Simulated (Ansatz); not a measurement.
```yaml
crystal:
  periodic: [false, false, false]
  atoms:
    - {symbol: C, position_ang: [-0.541227, 3.135001, -2.995471]}
    - {symbol: S, position_ang: [-1.359018, 2.767186, 0.404684]}
    - {symbol: Sn, position_ang: [0.416884, -0.995893, 1.177579]}
    - {symbol: F, position_ang: [-0.517631, -1.625006, 4.507903]}
    - {symbol: S, position_ang: [4.597361, -1.190155, 0.641204]}
    - {symbol: C, position_ang: [5.330870, 1.400883, 2.801766]}
    - {symbol: S, position_ang: [-1.453330, -4.585494, -1.599168]}
    - {symbol: C, position_ang: [-4.930821, -3.878772, -0.663321]}
    - {symbol: H, position_ang: [1.396984, 2.989285, -3.241825]}
    - {symbol: H, position_ang: [-1.721854, 1.760128, -4.252154]}
    - {symbol: H, position_ang: [-1.437291, 5.108173, -3.945987]}
    - {symbol: H, position_ang: [7.477477, 2.200674, 2.409718]}
    - {symbol: H, position_ang: [4.321634, 3.025321, 2.209068]}
    - {symbol: H, position_ang: [4.750978, 1.175703, 4.800630]}
    - {symbol: H, position_ang: [-5.811169, -5.178380, -1.941795]}
    - {symbol: H, position_ang: [-5.279004, -1.809670, -0.908178]}
    - {symbol: H, position_ang: [-5.317667, -4.436376, 1.501680]}
basis:
  gaussian: {orbitals: x2c-TZVPPall, point_charges: [{charge: -1.00, position_ang: [6.506, 0.728, 0.717]}]}
total_charge: -1
magnetization: {spin_polarized: true, initial_magnetization: 1}
hamiltonian: {xc: {name: BHLYP}}
```

```sh
$ ansatz run in.yaml --threads 4 --pin off --events-out ev --progress --plain --max-ram 66560MiB --backend cuda --devices 0, --max-vram 37GiB
```

It prints (some lines left out):

```
Functional definition: BHLYP
3063 factors; their error is unknown
mean field evaluation 1: about -206445.6956 eV, gradient 6.7e1 eV
mean field evaluation 2: about -202551.5312 eV, gradient 5.4e2 eV
mean field evaluation 4: about -202793.5356 eV, gradient 4.9e2 eV
mean field evaluation 8: about -206579.2354 eV, gradient 1.8e1 eV
mean field evaluation 16: about -206599.6646 eV, gradient 2.6e0 eV
mean field evaluation 32: about -206600.9074 eV, gradient 2.6e-5 eV
mean field -206600.90740589 eV, -7592.4433080418 hartree, gradient 6.3e-6 eV, S^2 8.463430; 12 other end points of the search recorded, 0 dependent functions left out
reference -206600.90784300 eV, -7592.4433241053 hartree; 68, 67 occupied and 368, 369 virtual orbitals, 3063 factors
Total energy: -206600.90784300 eV, -7592.4433241053 hartree
Relativity: scalar
```

(1) What is wrong with this run?

Answers

(1) The coordinates are in bohr but typed as ångström. The run converged. The result belongs to that input, not to the molecule as meant.
